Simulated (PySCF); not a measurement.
Saddle point of GeH5SeF, closed shell (GeH₃F ([F][GeH3]) + H₂Se → GeH₄Se ([GeH3][SeH]) + HF; bonds formed: Ge1–Se7, F2–H6; bonds broken: Ge1–F2, H6–Se7), PBE0-D4/def2-TZVP structure:

| atom | x (Å) | y (Å) | z (Å) |
| --- | --- | --- | --- |
| Ge1 | -0.4264 | 0.0559 | -0.8549 |
| F2 | 0.3820 | -1.5305 | 0.1407 |
| H3 | 0.3613 | 1.3323 | -1.1713 |
| H4 | -1.9167 | 0.2095 | -0.5494 |
| H5 | -0.2456 | -0.9041 | -2.0488 |
| H6 | 0.3979 | -0.9310 | 1.0803 |
| Se7 | 0.0438 | 0.6392 | 1.8312 |
| H8 | 1.4038 | 1.1284 | 1.5722 |

Energies are electronic, without zero-point energy. Barriers and step energies count from the start structure reached by relaxing down the imaginary mode; all methods use the PBE0-D4 structures, on which another method's saddle can fall below an end. Program: PySCF 2.14 with density fitting (its default auxiliary sets; JK sets also for MP2 and CCSD(T)). Basis: def2-TZVPP, with def2-QZVPP for the basis limit. Cores are frozen in the correlated methods. Filled d shells of the heavier atoms are correlated. The def2 sets are not built for correlating such inner shells, so the correlated values are less sure here. B3LYP uses VWN-RPA correlation. Extrapolation: Hartree–Fock as exp(−7.88 √X), correlation as X^−2.97.

```tsv
method	barrier (eV)	step energy (eV)
SPW92	0.668	-0.328
PBE-D4	?	-0.265
r2SCAN-D4	?	-0.160
PBE0-D4	1.156	-0.266
B3LYP-D4	1.292	-0.136
BHLYP-D4	1.527	-0.105
wB97M-V	1.325	-0.123
HF	?	0.070
MP2	1.346	-0.209
CCSD	1.569	-0.118
CCSD(T)	1.438	-0.145
```

Question: Fill in the withheld barriers. (Judge from chemistry; the value comes from the calculation.)

Answer: By the calculation: HF 2.106; PBE-D4 0.947; r2SCAN-D4 1.137 eV. Each is the energy of the saddle less that of the start structure, by the same method.

For comparison, the barrier by CCSD(T) at an estimated basis limit (MP2 extrapolated from triple and quadruple zeta, plus CCSD(T) − MP2 in triple zeta) is 1.386 eV.

T1 diagnostic: at most 0.012.

Exchanges of this kind with a chalcogen hydride build sulfide and selenide films.

Labels in which every atom is bracketed show which atoms are joined, not bond orders.

For scale, one of the runs: CCSD(T)/def2-TZVPP, 197 basis functions, launched by `OMP_NUM_THREADS=4 python run.py`. Hardware: 4 CPU threads of an Arm Neoverse V1, shared host. Wall time 15 min; peak host memory 3.4 GiB.
